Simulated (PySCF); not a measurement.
## `C/C=C/P(C)N1CCCC1`, C₈H₁₆NP

Geometry (Å), atoms numbered from 1 in this order:
```xyz
26

C     3.919    0.879   -0.541
C     2.597    0.304   -0.927
C     1.675   -0.117   -0.074
P     0.093   -0.843   -0.612
C     0.384   -2.518    0.135
N    -0.828   -0.204    0.726
C    -2.205   -0.674    0.791
C    -3.042    0.276   -0.083
C    -2.180    1.545   -0.190
C    -0.974    1.244    0.711
H     4.020    1.888   -0.940
H     4.726    0.278   -0.959
H     4.030    0.913    0.541
H     2.412    0.233   -1.992
H     1.823   -0.052    1.000
H     0.571   -2.416    1.203
H     1.248   -2.964   -0.356
H    -0.475   -3.166   -0.028
H    -2.526   -0.607    1.837
H    -2.281   -1.714    0.474
H    -3.207   -0.163   -1.067
H    -4.013    0.475    0.369
H    -2.712    2.439    0.133
H    -1.843    1.695   -1.216
H    -1.178    1.567    1.738
H    -0.056    1.725    0.370
```

Method used: GIAO CAM-B3LYP/pcSseg-1 magnetisability, rotational g tensor and spin-rotation constants, non-relativistic, gas phase (PySCF). Geometry: GFN2-xTB.

Question: How diamagnetic is it, and how anisotropic?

Answer: Isotropic -1854 × 10⁻³⁰ J/T², or -111.7 × 10⁻⁶ cm³/mol; principal values -1947, -1840, -1776 × 10⁻³⁰ J/T², anisotropy 149 × 10⁻³⁰ J/T² (root of half the summed squared differences of the principal values). The susceptibility is in cgs units.

Question: Split it along the inertial axes a, b, c into diamagnetic and paramagnetic parts about the centre of mass, with the quadrupole moment.

Answer: 
```
axis  χ (10⁻⁶ cm³/mol)  diamagnetic (10⁻⁶ cm³/mol)  paramagnetic (10⁻⁶ cm³/mol)  summed x² of all electrons (Å²)  quadrupole Θ (D Å)
   a            -113.6                      -806.0                        692.3                            412.7               +6.78
   b            -114.2                     -1953.8                       1839.6                            142.1               -0.70
   c            -107.2                     -2353.8                       2246.6                             47.8               -6.08
```
Anisotropies 2χaa − χbb − χcc = -5.8 and 2χbb − χaa − χcc = -7.6 × 10⁻⁶ cm³/mol. Θ is traceless in Buckingham's convention.

Question: And the rotational g tensor?

Answer: 
| axis | rotational constant (GHz) | g | nuclear part | electronic part |
| --- | --- | --- | --- | --- |
| a | 1.9683 | -0.0132 | 0.6270 | -0.6402 |
| b | 0.6923 | -0.0030 | 0.5953 | -0.5983 |
| c | 0.5680 | -0.0035 | 0.5960 | -0.5995 |

Asymmetric top; isotopes 12C, 1H, 14N, 31P; no vibrational averaging.
